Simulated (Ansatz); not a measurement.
Ansatz (a program for electronic structure) input (RPA@PBE/cc-pVTZ):

Ansatz 0.2 input:
```yaml
crystal:
  periodic: [false, false, false]
  atoms:
    - {symbol: C, position_ang: [1.18542969, -0.38450131, -0.18488548]}
    - {symbol: C, position_ang: [0.01177011, 0.02005974, 0.00595913]}
    - {symbol: O, position_ang: [-1.17207120, 0.27784900, 0.14939956]}
    - {symbol: H, position_ang: [2.19337076, -0.03614256, -0.12163843]}
basis:
  gaussian:
    orbitals: cc-pVTZ
hamiltonian:
  xc: pbe
total_charge: -1
magnetization: {spin_polarized: false}
correlation: {method: rpa, electrons: outside_noble_gas}
```

End of the output:

```
integrals: 0.05 GiB planned
614 factors; integrals over basis functions are off by at most 1.1e-3 eV
mean field: 0.28 GiB planned
mean field evaluation 1: about -4125.1305 eV, gradient 5.8e1 eV
mean field evaluation 2: about -4125.1303 eV, gradient 5.8e1 eV
mean field evaluation 4: about -4131.6508 eV, gradient 2.3e1 eV
mean field evaluation 8: about -4132.9829 eV, gradient 1.3e-1 eV
mean field evaluation 16: about -4132.9827 eV, gradient 1.5e-5 eV
mean field -4132.98274387 eV, -151.8843144010 hartree, gradient 2.7e-6 eV, S^2 0.000000; 0 other end points of the search recorded, 0 dependent functions left out
3 core orbitals not correlated
reference -4112.63337798 eV, -151.1364889978 hartree; 8, 8 occupied and 93, 93 virtual orbitals, 614 factors
Total energy: -4135.68634707 eV, -151.9836699858 hartree
```

It need not be the lowest isomer of its formula. Whether it binds its extra electron was not tested at this geometry.
